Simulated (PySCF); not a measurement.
Correlation energy of Rh²⁺ (rhodium, charge +2)

[Kr] 4d6 5p1, one real determinant (an excited configuration). Calculation: PySCF 2.14, in x2c-TZVPPall; the spin-free X2C one-electron Hamiltonian (Gaussian nucleus). Frozen: [Ar] 3d10; 15 electrons correlated.

| level | correlation energy (mhartree) |
| --- | --- |
| CCSD | -422.73 |
| (T) | -9.86 |
| CCSD(T) | -432.59 |

Diagnostics: T1 = 0.0062, D1 = 0.0292, largest double amplitude 0.055.

The real determinant used has ⟨L²⟩ near 8 against 12 for a pure F term, so it mixes terms.

Cost of the coupled-cluster step: about 11 core-seconds, for 15 correlated electrons.

The reference is one real determinant that mixes LS terms of this configuration.

This basis was not built for core-valence correlation, so the inner-shell part is incomplete.
